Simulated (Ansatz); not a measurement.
```xyz
6

C    -0.0034    0.0092   -0.6632
C     0.0091   -0.0040    0.6660
H     0.0019   -0.9226   -1.2355
H    -0.0069    0.9240   -1.2412
H     0.0079   -0.9260    1.2370
H     0.0000    0.9376    1.2480
```

Basis set: STO-3G (spherical functions). Correlated methods keep 2 orbitals frozen. Charge 0, multiplicity 1.

Computed with Ansatz (development build ahead of 0.2.0); each method stands on the lowest determinant of its kind that the runs found. Restricted open shells among the atoms or ions are ROHF, correlated in semicanonical orbitals with singles.

(1) Give the atomization energy at this shape (free ground-state atoms in the same class of orbitals less the molecule, no zero-point energy) of singlet C₂H₄ by RHF-MP2, RHF.

Answers

(1)

```tsv
method	atomization energy
RHF-MP2	24.81 eV
RHF	22.02 eV
```

This basis has no polarisation functions and is too small for such energies, which can lie far from measured ones in either direction.
